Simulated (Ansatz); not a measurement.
A run on CH3BrOSi (`BrC1O[SiH2]1`) with other settings.

```yaml
crystal:
  periodic: [false, false, false]
  atoms:
    - {symbol: Br, position_ang: [-0.945062, -1.738739, 1.400159]}
    - {symbol: C, position_ang: [0.349515, -0.653001, 0.459729]}
    - {symbol: O, position_ang: [0.255787, -0.717913, -0.964137]}
    - {symbol: Si, position_ang: [-0.151740, 0.825260, -0.448712]}
    - {symbol: H, position_ang: [1.334971, -0.882509, 0.851647]}
    - {symbol: H, position_ang: [-1.575593, 1.201083, -0.523553]}
    - {symbol: H, position_ang: [0.793422, 1.897919, -0.820733]}
basis:
  gaussian: {orbitals: STO-3G}
hamiltonian: {xc: {name: HF}}
correlation: {active_space: {window: {electrons: 2, orbitals: 1}}}
accuracy: high
output: {forces: true}
```

```sh
$ ansatz run in.yaml --threads 2 --pin off --events-out ev --progress --plain --max-ram 4352MiB
```

Output, abridged:

```
Functional definition: HF
700 factors; integrals over basis functions are off by at most 9.9e-9 eV
mean field evaluation 1: about -80085.6237 eV, gradient 2.9e1 eV
mean field evaluation 2: about -80085.7557 eV, gradient 2.9e1 eV
mean field evaluation 4: about -80089.0653 eV, gradient 2.1e0 eV
mean field evaluation 8: about -80089.0980 eV, gradient 1.2e-4 eV
mean field -80089.09800838 eV, -2943.2200654675 hartree, gradient 1.5e-8 eV, S^2 0.000000; 0 other end points of the search recorded, 0 dependent functions left out
reference -80089.09800838 eV, -2943.2200654675 hartree; 33, 33 occupied and 7, 7 virtual orbitals, 700 factors
state -80089.09800838 eV, -2943.2200654675 hartree
Total energy: -80089.09800838 eV, -2943.2200654675 hartree
Atom 0 at    -0.945062    -1.738739     1.400159 Å, force     0.190894     0.138412    -0.016971 eV/Å
Atom 1 at     0.349515    -0.653001     0.459729 Å, force    -0.779580     0.054841     0.397440 eV/Å
Atom 2 at     0.255787    -0.717913    -0.964137 Å, force     0.093387    -0.808803    -1.070132 eV/Å
Atom 3 at    -0.151740     0.825260    -0.448712 Å, force    -0.317262     1.872853    -0.102398 eV/Å
Atom 4 at     1.334971    -0.882509     0.851647 Å, force     0.310379     0.272477     0.119060 eV/Å
Atom 5 at    -1.575593     1.201083    -0.523553 Å, force     1.443460    -0.411284     0.146613 eV/Å
Atom 6 at     0.793422     1.897919    -0.820733 Å, force    -0.941278    -1.118495     0.526390 eV/Å
Dipole moment:     0.129143     0.681383    -0.067227 e Å
```

Run time 0.65 s (2 threads of an Arm Neoverse V2 on a shared host); peak host memory 0.38 GiB.
